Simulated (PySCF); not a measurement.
## Static response to an electric field

Species: C₄H₉ClOSi.
Structure used (GFN2-xTB), in Å, numbered top down from 1:
```
atom  x, y, z in Å
C1    -2.276    1.344    0.069
C2    -1.912    0.088   -0.121
C3    -1.063   -0.679    0.817
Cl4   -1.833   -2.266    1.160
Si5    0.655   -1.116    0.107
O6     1.313    0.345   -0.103
C7     2.569    0.662   -0.628
H8    -2.863    1.881   -0.656
H9    -1.988    1.889    0.952
H10   -2.212   -0.445   -1.013
H11   -0.992   -0.170    1.778
H12    1.391   -1.933    1.074
H13    0.506   -1.852   -1.150
H14    2.662    0.298   -1.653
H15    3.363    0.215   -0.026
H16    2.673    1.748   -0.619
```

Level: B3LYP/def2-SVPD (PySCF), static field, nuclei fixed, core orbitals frozen in the response. The polarisability tensor in these axes (au):

```
x    99.03  -2.64  -3.94
y    -2.64 106.03  -6.68
z    -3.94  -6.68  78.92
```

Task: Diagonalise the tensor; give its mean and Δα, where Δα² is half the sum of the squared differences of the eigenvalues.

Result: Principal values 76.48, 99.57 and 107.93 au; mean 94.66 au = 14.03 Å³ = 15.61 × 10⁻⁴⁰ C²·m²/J; Δα = 28.21 au (30 % of the mean).

Task: What is the dipole moment, and where does it point?

Result: (1.87, 1.60, -0.87) D, 2.61 D in size, pointing from the negative to the positive side. Measured along this direction, the outermost atoms are Cl4 at the negative end and H16 at the positive end.

Task: Find the Langevin capture rate constant for H3O+ (19.018 u) meeting this molecule (136.011 u), k = 2.342 × 10⁻⁹ cm³/s × √(α in Å³ / reduced mass in u).

Result: The reduced mass is 16.69 u, so k = 2.15 × 10⁻⁹ cm³/s. The formula leaves out the permanent dipole, which adds to the capture rate.

Task: Rayleigh depolarisation ratio (linearly polarised light, static tensor)?

Result: ρ = 3Δα²/(45ᾱ² + 4Δα²) = 2387.1/(403217 + 3182.8) = 0.00587.

Task: Orientational against electronic polarisability at 298 K (dilute gas, rigid molecules)?

Result: In Gaussian units μ²/3kT = 55.21 Å³ against 14.03 Å³, a ratio of 3.94; the Debye molar polarisation (4π/3)N_A(α + μ²/3kT) is 174.7 cm³/mol, leaving out the vibrational part.

Task: Refractivity n − 1 of an ideal gas of it at 273.15 K and 1 atm, from the electronic α?

Result: N = p/kT = 2.6868 × 10¹⁹ cm⁻³, so n − 1 = 2π × N × 14.03 × 10⁻²⁴ cm³ = 2368 × 10⁻⁶ at long wavelengths, for an ideal gas.

Task: Along which axes do the principal values lie, and how far do the nuclei extend along each?

Result: Largest value along (-0.20, 0.96, -0.19), where the nuclei span 4.85 Å; middle along (0.96, 0.15, -0.23), 5.65 Å; least along (0.19, 0.23, 0.95), 2.96 Å. The strongest response doesn't lie along the longest of the three spans.

The structure is a single GFN2-xTB conformer in the gas phase; no vibrational or solvent corrections.
